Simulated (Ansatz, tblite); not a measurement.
Forces on mer-FeF3(NH3)3 (FeN₃F₃H₉) at its PBE-D4/def2-SVP geometry. Total charge 0; sextet.

The xTB rows come from tblite.

GFN1-xTB (tblite), largest force 0.97 eV/Å:

```xyz
16
positions Å, forces eV/Å
F     0.657    0.494   -1.653    0.028    0.131   -0.071
F    -0.349    0.278    1.759   -0.023    0.125    0.093
F     1.500   -1.575    0.321    0.060    0.024    0.012
Fe    0.286   -0.145    0.057    0.039   -0.174   -0.013
N    -1.611    1.115   -0.425   -0.723    0.616   -0.178
N    -0.970   -1.953   -0.364   -0.230   -0.923   -0.069
N     2.067    1.056    0.658    0.883    0.143    0.268
H    -1.716    1.629    0.458    0.107   -0.283   -0.756
H    -2.529    0.760   -0.714    0.750    0.160    0.226
H    -1.239    1.720   -1.166   -0.315   -0.362    0.660
H    -1.719   -2.154    0.309    0.615    0.153   -0.489
H    -0.168   -2.576   -0.178   -0.888    0.316   -0.225
H    -1.316   -2.114   -1.317    0.320    0.133    0.725
H     1.975    1.560    1.546    0.066   -0.363   -0.708
H     2.448    1.661   -0.078   -0.310   -0.442    0.587
H     2.686    0.243    0.787   -0.378    0.745   -0.063
```

GFN2-xTB (tblite), largest force 1.94 eV/Å:

```
F 0.198 0.995 -1.341
F -0.587 0.824 1.340
F 0.898 -1.073 0.194
Fe 0.477 -1.020 0.027
N -1.587 0.915 -0.412
N -0.966 -1.575 -0.320
N 1.652 0.856 0.545
H 0.026 -0.201 -0.653
H 0.477 0.293 0.154
H -0.329 -0.267 0.540
H 0.407 0.006 -0.361
H -0.705 0.167 -0.182
H 0.191 -0.024 0.508
H 0.161 -0.213 -0.465
H -0.105 -0.270 0.451
H -0.209 0.587 -0.024
```

PBE-D4/def2-TZVP (Ansatz), largest force 0.28 eV/Å:

```
F 0.073 -0.025 -0.187
F -0.036 -0.044 0.196
F 0.109 -0.078 0.024
Fe -0.071 0.088 -0.015
N -0.183 0.209 -0.042
N -0.087 -0.256 -0.024
N 0.250 0.052 0.077
H -0.017 -0.080 -0.233
H 0.239 0.059 0.072
H -0.140 -0.103 0.177
H 0.182 0.068 -0.155
H -0.246 0.063 -0.065
H 0.094 0.064 0.226
H 0.019 -0.108 -0.227
H -0.099 -0.132 0.189
H -0.087 0.225 -0.011
```
